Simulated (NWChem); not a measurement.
Everything below was run with NWChem. System: HBF2Se, charge 0, spin multiplicity 1, at a geometry optimised with PBE0/def2-SVP. The structure started from a generated list of species. Level: MP2/def2-TZVP, 12 core orbitals frozen.

Part of the output:

```
             Northwest Computational Chemistry Package (NWChem) 7.3.0
             --------------------------------------------------------

                                NWChem Input Module
                                -------------------

 Scaling coordinates for geometry "geometry" by  1.889725989
 (inverse scale =  0.529177249)

 Turning off AUTOSYM since
 SYMMETRY directive was detected!

                             Geometry "geometry" -> ""
                             -------------------------

 Output coordinates in angstroms (scale by  1.889725989 to convert to a.u.)

  No.       Tag          Charge          X              Y              Z
 ---- ---------------- ---------- -------------- -------------- --------------
    1 B                    5.0000    -0.18978100     0.94408500     0.00000000
    2 F                    9.0000    -1.43543200     1.37219100     0.00000000
    3 F                    9.0000     0.77955500     1.83638000     0.00000000
    4 Se                  34.0000     0.15409900    -0.96500900     0.00000000
    5 H                    1.0000     1.61242400    -0.78724300     0.00000000

 Effective nuclear repulsion energy (a.u.)     231.4829007808

            Nuclear Dipole moment (a.u.)
            ----------------------------
        X                 Y               Z
 ---------------- ---------------- ----------------
    -0.0000151178     0.0000283459     0.0000000000

      Symmetry information
      --------------------

 Group name             Cs
 Group number              2
 Group order               2
 No. of unique centers     5

      Symmetry unique atoms

     1    2    3    4    5


 Summary of "ao basis" -> "" (spherical)
 ------------------------------------------------------------------------------
       Tag                 Description            Shells   Functions and Types
 ---------------- ------------------------------  ------  ---------------------
 *                         def2-tzvp                  on all atoms

 Summary of "ao basis" -> "ao basis" (spherical)
 ------------------------------------------------------------------------------
       Tag                 Description            Shells   Functions and Types
 ---------------- ------------------------------  ------  ---------------------
 B                         def2-tzvp                11       31   5s3p2d1f
 F                         def2-tzvp                11       31   5s3p2d1f
 Se                        def2-tzvp                16       48   6s5p4d1f
 H                         def2-tzvp                 4        6   3s1p

                                 NWChem SCF Module
                                 -----------------

  ao basis        = "ao basis"
  functions       =   147
  atoms           =     5
  closed shells   =    29
  open shells     =     0
  charge          =   0.00
  wavefunction    = RHF
  use symmetry    = T
  symmetry adapt  = T

 Summary of "ao basis" -> "ao basis" (spherical)
 ------------------------------------------------------------------------------
       Tag                 Description            Shells   Functions and Types
 ---------------- ------------------------------  ------  ---------------------
 B                         def2-tzvp                11       31   5s3p2d1f
 F                         def2-tzvp                11       31   5s3p2d1f
 Se                        def2-tzvp                16       48   6s5p4d1f
 H                         def2-tzvp                 4        6   3s1p

      Symmetry analysis of basis
      --------------------------

        a'        100
        a"         47

 Forming initial guess at       0.1s

      Superposition of Atomic Density Guess
      -------------------------------------

 Sum of atomic energies:       -2623.67720535

      Non-variational initial energy
      ------------------------------

 Total energy =   -2624.703098
 1-e energy   =   -4115.715483
 2-e energy   =    1259.529485
 HOMO         =      -0.312808
 LUMO         =       0.060221

      Symmetry analysis of molecular orbitals - initial
      -------------------------------------------------

  Numbering of irreducible representations:

     1 a'          2 a"
[...]
   Bfn.  Coefficient  Atom+Function         Bfn.  Coefficient  Atom+Function
  ----- ------------  ---------------      ----- ------------  ---------------
   110      0.393840  4 Se py               104     -0.255220  4 Se py
    99     -0.244092  4 Se s                 98     -0.228193  4 Se s
   107      0.213257  4 Se py               113      0.198694  4 Se py
   109      0.163444  4 Se px                 7     -0.154028  1 B  py

 Vector   29  Occ=2.000000D+00  E=-3.851984D-01  Symmetry=a"
              MO Center=  1.5D-01, -7.9D-01, -8.5D-15, r^2= 2.0D+00
   Bfn.  Coefficient  Atom+Function         Bfn.  Coefficient  Atom+Function
  ----- ------------  ---------------      ----- ------------  ---------------
   111      0.504539  4 Se pz               114      0.326921  4 Se pz
   105     -0.309664  4 Se pz               108      0.263611  4 Se pz

 Vector   30  Occ=0.000000D+00  E= 1.058770D-01  Symmetry=a'
              MO Center=  2.1D-01, -6.9D-02, -7.4D-14, r^2= 6.8D+00
   Bfn.  Coefficient  Atom+Function         Bfn.  Coefficient  Atom+Function
  ----- ------------  ---------------      ----- ------------  ---------------
     5     -1.697165  1 B  s                  4      1.611762  1 B  s
    99      1.263384  4 Se s                144     -0.974767  5 H  s
   112      0.578684  4 Se px                10      0.494360  1 B  py
    36     -0.336110  2 F  s                 67     -0.323892  3 F  s
   113      0.283131  4 Se py                24      0.247415  1 B  d  2

 Vector   31  Occ=0.000000D+00  E= 1.288780D-01  Symmetry=a"
              MO Center= -1.4D-01,  6.9D-01, -3.3D-13, r^2= 4.6D+00
   Bfn.  Coefficient  Atom+Function         Bfn.  Coefficient  Atom+Function
  ----- ------------  ---------------      ----- ------------  ---------------
    14      0.971066  1 B  pz               114     -0.514640  4 Se pz
    11      0.270304  1 B  pz                 8      0.265836  1 B  pz
    76     -0.237607  3 F  pz                45     -0.235278  2 F  pz

 Vector   32  Occ=0.000000D+00  E= 1.307603D-01  Symmetry=a'
              MO Center=  2.7D-01, -4.2D-03,  2.9D-13, r^2= 6.4D+00
   Bfn.  Coefficient  Atom+Function         Bfn.  Coefficient  Atom+Function
  ----- ------------  ---------------      ----- ------------  ---------------
     5      2.030042  1 B  s                144     -1.276093  5 H  s
   112      1.031257  4 Se px                 4     -1.023794  1 B  s
   113     -0.758259  4 Se py                10     -0.661437  1 B  py
    99     -0.249095  4 Se s                  3      0.221009  1 B  s
    36      0.210210  2 F  s                 67      0.203431  3 F  s

 center of mass
 --------------
 x =  -0.01119334 y =  -0.08206063 z =   0.00000000

 moments of inertia (a.u.)
 ------------------
         655.384873351535          90.148872770239           0.000000000000
          90.148872770239         198.469992038488           0.000000000000
           0.000000000000           0.000000000000         853.854865390024

  Mulliken analysis of the total density
  --------------------------------------

    Atom       Charge   Shell Charges
 -----------   ------   -------------------------------------------------------
    1 B    5     4.37   0.91  1.07  0.47  0.20  0.01  0.84  0.45  0.04  0.13  0.19  0.06
    2 F    9     9.31   0.77  1.20  0.59  0.99  0.37  2.25  2.28  0.85  0.00  0.01  0.00
    3 F    9     9.32   0.77  1.20  0.59  0.99  0.37  2.25  2.28  0.85  0.00  0.01  0.00
    4 Se  34    34.13   2.00  2.00  1.16  0.78  0.96  0.87  6.00  5.94  0.98  2.34  1.01  8.96  1.04  0.02  0.06  0.01
    5 H    1     0.87   0.22  0.50  0.13  0.02

       Multipole analysis of the density wrt the origin
       ------------------------------------------------

     L   x y z        total         open         nuclear
     -   - - -        -----         ----         -------
     0   0 0 0     -0.000000      0.000000     58.000000

     1   1 0 0      0.342815      0.000000     -0.000015
     1   0 1 0     -0.311082      0.000000      0.000028
     1   0 0 1      0.000000      0.000000      0.000000

     2   2 0 0    -25.442052      0.000000     98.564645
     2   1 1 0     -0.664479      0.000000    -43.082751
     2   1 0 1     -0.000000      0.000000      0.000000
     2   0 2 0    -27.322422      0.000000    300.095359
     2   0 1 1     -0.000000      0.000000      0.000000
     2   0 0 2    -25.498655      0.000000      0.000000

                   NWChem MP2 Semi-direct Energy/Gradient Module
                   ---------------------------------------------

  Basis functions       =    147
  Molecular orbitals    =    147
  Frozen core           =     12
  Frozen virtuals       =      0
  Active alpha occupied =     17
  Active beta occupied  =     17
  Active alpha virtual  =    118
  Active beta virtual   =    118
  Use MO symmetry       = T
  Use skeleton AO sym   = T

  AO/Fock/Back tols     =   1.0D-09  1.0D-09  1.0D-09

 GA uses MA = F    GA memory limited = T

 Available:
  local mem=  1.15D+08
 global mem=  1.31D+08
 local disk=  0.00D+00
  mp2_memr nvloc                   118
  nvloc new                   118
   1 passes of  17:        5242880                     144342                  69727839.
   1 passes of  17: M    114678322           G      131028782           F     109435442.

 Semi-direct pass number   1 of   1  for RHF alpha+beta  at       13.2s
  vrange nnbf                 10218
  mp2_eaftype                   265  avail_ma_in_mb                   999
 EAF : mp2_eaftype filesize         265   34863920.
  mp2_eaf for mointskh                    265
Node 0 wrote    164.0 Mb in      0.4 s     Agg I/O rate:   395.2 Mb/s
 Done moints_semi at       40.7s
  mp2_eaftype                   265  avail_ma_in_mb                   734
 EAF : mp2_eaftype filesize         265   34863920.
  mp2_eaf for kh                   265
 Done maket at       42.2s
 Done multipass loop at       42.2s

          -------------------------------------------
          SCF energy               -2624.238741164892
          Correlation energy          -0.858457420028
          Singlet pairs               -0.504250700416
          Triplet pairs               -0.354206719612
          Total MP2 energy         -2625.097198584921
          -------------------------------------------

          ---------------------------------------------------
                    Spin Component Scaled (SCS) MP2
          Same spin pairs                     -0.236137813075
          Same spin scaling factor             0.333333333333
          Opposite spin pairs                 -0.622319606954
          Opposite spin scaling fact.          1.200000000000
          SCS-MP2 correlation energy          -0.825496132703
          Total SCS-MP2 energy             -2625.064237297595
          ---------------------------------------------------

 -----------------------
 Performance information
 -----------------------

 Timer overhead =  2.20D-07 seconds/call

               Nr. of calls         CPU time (s)                 Wall time (s)                GFlops
             ---------------    -------------------     ------------------------------   -------------------
Name         Min   Avg   Max    Min     Avg     Max     Min     Avg     Max   Mx/calls   Min     Max     Sum
mp2: moin     1     1     1    28.     28.     28.      28.     28.     28.     28.      0.0     0.0     0.0
mp2: make     1     1     1    1.5     1.5     1.5      1.5     1.5     1.5     1.5      0.0     0.0     0.0
mp2: tota     1     1     1    29.     29.     29.      29.     29.     29.     29.      0.0     0.0     0.0

 The average no. of pstat calls per process was 3.00D+00
 with a timing overhead of 6.59D-07s

 Task  times  cpu:       42.2s     wall:       42.2s

 Total times  cpu:       42.2s     wall:       42.2s
```

### Question
Write an NWChem input that would produce this output.

### Answer
One answer among several that fit: 
```
start mol
memory heap 200 mb stack 800 mb global 1000 mb
geometry units angstroms nocenter noautoz
  B     -0.189781     0.944085     0.000000
  F     -1.435432     1.372191     0.000000
  F      0.779555     1.836380     0.000000
  Se     0.154099    -0.965009     0.000000
  H      1.612424    -0.787243     0.000000
  symmetry group Cs
end
basis spherical
  * library def2-tzvp
end
scf
  rhf
  nopen 0
  maxiter 100
  thresh 1e-7
  semidirect memsize 60000000 filesize 0
end
mp2
  freeze core 12
end
task mp2 energy
```
